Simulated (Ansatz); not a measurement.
```yaml
crystal:
  periodic: [false, false, false]
  atoms:
    - {symbol: C, position_ang: [-0.177720, 0.413404, -0.203628]}
    - {symbol: N, position_ang: [0.179279, 0.237265, 1.041785]}
    - {symbol: Zn, position_ang: [0.724464, -1.423990, 0.576364]}
    - {symbol: O, position_ang: [-0.261822, -0.693181, -1.009683]}
    - {symbol: H, position_ang: [-0.740394, 1.258761, -0.475068]}
basis:
  gaussian: {orbitals: def2-mTZVPP, fitting: {mean_field: cc-pVTZ-jkfit}, final_grid: {core_spheres: 8, valence_spheres: 7, degree: 23}}
hamiltonian: {xc: {name: LC-wPBE}}
accuracy: high
output: {forces: true}
```

```sh
$ ansatz run in.yaml --threads 2 --pin off --events-out ev --progress --plain --max-ram 4352MiB
```

(1) How does Ansatz answer? (Estimate.)

Answers

(1) The calculation gave: The input was rejected before any iteration.
```
Functional definition: LC-wPBE
Error: <dir> the basis set cc-pVTZ-JKFIT has no functions for Zn
```
